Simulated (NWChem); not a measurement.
System: SiSbH₅; SMILES [SbH2][SiH3]

```xyz
7

Sb     0.0180     0.6627     0.0211
H     -1.2247     0.6700     1.2050
H     -1.1383     0.6858    -1.2472
Si     0.0335    -1.9222     0.0053
H      0.8106    -2.3914    -1.1827
H     -1.3393    -2.5086    -0.0495
H      0.7203    -2.4066     1.2417
```
Atoms are numbered in this order, from 1.

Level: PBE0/def2-SVP with def2 effective core potentials on Sb (NWChem), optimised geometry, unscaled harmonic frequencies. def2 effective core potentials on Sb; no spin-orbit coupling.

```json
[
 {"frequency (cm⁻¹)": "131", "IR intensity (km/mol)": "0.3"},
 {"frequency (cm⁻¹)": "309", "IR intensity (km/mol)": "0.5"},
 {"frequency (cm⁻¹)": "398", "IR intensity (km/mol)": "10.4"},
 {"frequency (cm⁻¹)": "413", "IR intensity (km/mol)": "12.6"},
 {"frequency (cm⁻¹)": "609", "IR intensity (km/mol)": "38.4"},
 {"frequency (cm⁻¹)": "637", "IR intensity (km/mol)": "1.2"},
 {"frequency (cm⁻¹)": "835", "IR intensity (km/mol)": "26.8"},
 {"frequency (cm⁻¹)": "864", "IR intensity (km/mol)": "325.6"},
 {"frequency (cm⁻¹)": "936", "IR intensity (km/mol)": "44.3"},
 {"frequency (cm⁻¹)": "938", "IR intensity (km/mol)": "35.6"},
 {"frequency (cm⁻¹)": "1954", "IR intensity (km/mol)": "127.8"},
 {"frequency (cm⁻¹)": "1959", "IR intensity (km/mol)": "142.0"},
 {"frequency (cm⁻¹)": "2223", "IR intensity (km/mol)": "80.2"},
 {"frequency (cm⁻¹)": "2237", "IR intensity (km/mol)": "93.1"},
 {"frequency (cm⁻¹)": "2241", "IR intensity (km/mol)": "87.7"}
]
```

- zero-point energy = 23.8 kcal/mol
- thermal correction to the enthalpy at 298.15 K (with zero-point energy) = 27.6 kcal/mol
- heat capacity Cv = 16.5 cal/(mol K)
- entropy at 298.15 K and 1 atm (symmetry number 1) = 72.9 cal/(mol K)

Rigid rotor and harmonic oscillator.
